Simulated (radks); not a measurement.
Problem. Species: Si11+. Configuration: [He] 2s1. Calculated with a radial shooting solver on a logarithmic mesh with Libxc functionals: Dirac Kohn-Sham, PBE, spin-unpolarised, spherical densities, point nucleus. Some entries of the table are withheld. Estimate them.

orbital  occ.  eigenvalue (hartree)  r(max) (bohr)
1s1/2       2             -83.87790        0.07238
2s1/2       1                   (1)            (2)
2p1/2       0                   (3)            (4)
2p3/2       0                   (5)            (6)
3s1/2       0              -7.66451          1.046
3d3/2       0              -7.24786            (7)
3d5/2       0              -7.24456            (8)

Solution. 
(1) 2s1/2 eigenvalue (hartree): -18.36156
(2) 2s1/2 r(max) (bohr): 0.4045
(3) 2p1/2 eigenvalue (hartree): -17.49055
(4) 2p1/2 r(max) (bohr): 0.3229
(5) 2p3/2 eigenvalue (hartree): -17.44771
(6) 2p3/2 r(max) (bohr): 0.3241
(7) 3d3/2 r(max) (bohr): 0.7628
(8) 3d5/2 r(max) (bohr): 0.7634
